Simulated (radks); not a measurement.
Spherical jellium clusters: N electrons in a uniform positive sphere of charge N and radius rs N^(1/3), rs = 4.89 bohr. Calculated with a radial shooting solver with Libxc functionals: non-relativistic Kohn-Sham, LDA (Slater exchange, Perdew-Wang correlation), spin-polarised, spherical densities. Levels are named by radial order and angular momentum (1s, 1p, 1d, 2s, ...), and open shells are averaged over m.

N = 12, configuration 1s2 1p6 1d(up 4, down 0). This is the lowest configuration that the search found. Occupied and some empty levels:

| level | occupation | eigenvalue (eV) | <r> (bohr) |
|---|---|---|---|
| 1s up | 1 | -3.9707 | 7.275 |
| 1s down | 1 | -3.7058 | 6.955 |
| 1p up | 3 | -3.3060 | 8.485 |
| 1p down | 3 | -2.9780 | 8.424 |
| 1d up | 4 | -2.4409 | 9.448 |
| 1d down | 0 | -2.1009 | 9.543 |
| 2s up | 0 | -1.9413 | 8.156 |
| 2s down | 0 | -1.7840 | 8.378 |
| 1f up | 0 | -1.4403 | 10.42 |
| 1f down | 0 | -1.1220 | 10.67 |
| 2p up | 0 | -0.96724 | 10.68 |
| 2p down | 0 | -0.80908 | 11.04 |

Energy (eV): total -21.2477, kinetic 15.141, external -415.54, Hartree 206.05, exchange-correlation -36.903, background 210.00.
